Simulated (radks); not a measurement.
Task: The zinc ion Zn2+, [Ar] 3d10. All-electron calculation, non-relativistic Kohn-Sham, exchange-only LDA, spin-polarised, spherical densities, point nucleus. Program: a radial shooting solver on a logarithmic mesh with Libxc functionals. Every spin shell is full or empty, so the densities are truly spherical. Functionals are evaluated on that one density, not self-consistently. Rank these exchange functionals by their error against the exact value of the orbitals, and give that value: LDA, PBE, RPBE, PW86, OPTX, WC, B86b, G96, EV93, r2SCAN, MS2, TASK.

Result: Exact: -69.0283 hartree. From best to worst, with 100 (|E| - |E exact|)/|E exact| (equal figures are ties): MS2 -0.14, RPBE +0.16, PBE -0.16, r2SCAN +0.17, B86b +0.35, PW86 +0.41, EV93 +0.48, G96 +0.57, WC -0.80, OPTX +0.99, TASK -2.44, LDA -5.74.
